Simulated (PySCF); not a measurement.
Gas-phase reaction: 3 B(OCH3)3 + C3H6 (cyclic) → 3 HBO2 + 3 C4H10 (isobutane) + 3 O

Computed with PySCF and rigid-rotor harmonic-oscillator thermochemistry at 1 bar. † marks an energy on the PBE0/def2-TZVP geometry and frequencies. Open shells (unrestricted): O (multiplicity 3); the rest are closed-shell singlets. Spin-orbit splitting is ignored; it lowers the true energy and changes the entropy of O.

ωB97X-V/def2-TZVP† gives ΔH°(298 K) = 1411 kJ.

**Question.** What do HF/def2-TZVP†, BLYP/def2-TZVP†, LDA/def2-TZVP† give?

**Answer.** HF/def2-TZVP†: 788 kJ; BLYP/def2-TZVP†: 1328 kJ; LDA/def2-TZVP†: 1834 kJ. For scale, ΔH°(298 K) is 1411 kJ at this level, 1385 kJ at ωB97M-V/def2-TZVP†, and runs from 788 to 1834 kJ over the 16 levels computed.
